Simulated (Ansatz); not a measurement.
Start from `C[CH2][Cd][OH]` and change one atom or group to get `C[CH2][Cd][Cl]`.

Ansatz, PBE0-D4/def2-TZVP geometries, multiplicity 1. Each molecule was computed in one conformer, which needn't be the lowest.

Elements past krypton have def2 core potentials.

```json
{"property": "HOMO energy (PBE/def2-TZVPP) / eV", "`C[CH2][Cd][OH]`": "-5.93"}
{"property": "HOMO–LUMO gap (PBE/def2-TZVPP) / eV", "`C[CH2][Cd][OH]`": "4.61"}
{"property": "LUMO energy (PBE/def2-TZVPP) / eV", "`C[CH2][Cd][OH]`": "-1.33"}
{"property": "LUMO energy (PBE0/def2-TZVPP) / eV", "`C[CH2][Cd][OH]`": "-0.53"}
{"property": "HOMO energy (PBE0/def2-TZVPP) / eV", "`C[CH2][Cd][OH]`": "-7.34"}
{"property": "zero-point energy (PBE0-D4/def2-TZVP) / kJ/mol", "`C[CH2][Cd][OH]`": "202.0"}
```

(1) Give the same properties after the change, and the shifts. (An estimate is asked.)

## Answers

(1) Ansatz gave: 
```tsv
property	`C[CH2][Cd][Cl]`	shift
HOMO energy (PBE/def2-TZVPP) / eV	-6.65	-0.72
HOMO–LUMO gap (PBE/def2-TZVPP) / eV	5.01	0.40
LUMO energy (PBE/def2-TZVPP) / eV	-1.64	-0.31
LUMO energy (PBE0/def2-TZVPP) / eV	-0.82	-0.29
HOMO energy (PBE0/def2-TZVPP) / eV	-7.69	-0.35
zero-point energy (PBE0-D4/def2-TZVP) / kJ/mol	172.5	-29.5
```

With PBE0 the HOMO falls by 0.35 eV and the LUMO falls by 0.29 eV, so the gap widens by about 0.06 eV. PBE moves the HOMO by -0.72 eV and ωB97M-V by -0.29 eV. The zero-point energy changes by -29.5 kJ/mol with -3 modes.
